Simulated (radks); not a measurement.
Results of a calculation; reference values are marked as such.
All-electron atom: neutral lutetium in [Xe] 4f14 6s2 6p1 (not the ground configuration).

Level of theory: Dirac Kohn-Sham, PBE, spin-unpolarised, spherical densities, finite nucleus; open shells fill j = l - 1/2 first; Fermi nuclear charge, rms radius 5.37 fm (a radial shooting solver on a logarithmic mesh with Libxc functionals).

Energy parts (eV):
total: -396719.58
kinetic: 442078.17
electron-nucleus: -986260.29
Hartree: 155680.28
exchange-correlation: -8217.73

Orbitals (lengths in bohr, moments of r in powers of bohr; r(max) is where P^2 peaks):
orbital  occ.  eigenvalue (eV)   r(max)
1s1/2       2        -63146.36  0.01213
2s1/2       2        -10745.17  0.06950
2p1/2       2        -10257.56  0.05193
2p3/2       4        -9140.087  0.05845
3s1/2       2        -2437.157   0.1960
3p1/2       2        -2221.093   0.1839
3p3/2       4        -1982.739   0.1973
3d3/2       4        -1615.454   0.1552
3d5/2       6        -1563.413   0.1589
4s1/2       2        -487.4017   0.4466
4p1/2       2        -399.3611   0.4475
4p3/2       4        -345.1450   0.4762
4d3/2       4        -200.2945   0.4758
4d5/2       6        -190.3982   0.4851
5s1/2       2         -63.8251    1.044
5p1/2       2         -39.4203    1.133
5p3/2       4         -32.4614    1.221
4f5/2       6         -13.3053   0.4661
4f7/2       8         -11.7813   0.4714
6s1/2       2          -5.8356    2.968
6p1/2       1          -2.3629    3.781
6p3/2       0          -1.9394    4.090

The highest occupied level is 6p1/2 at -2.363 eV. Summed over all electrons, <r^2> = 84.17 bohr^2, which gives a Langevin (diamagnetic) susceptibility term of -66.7 x 10^-6 cm^3/mol. The electron density at the nucleus is 1.111e+06 e/bohr^3.
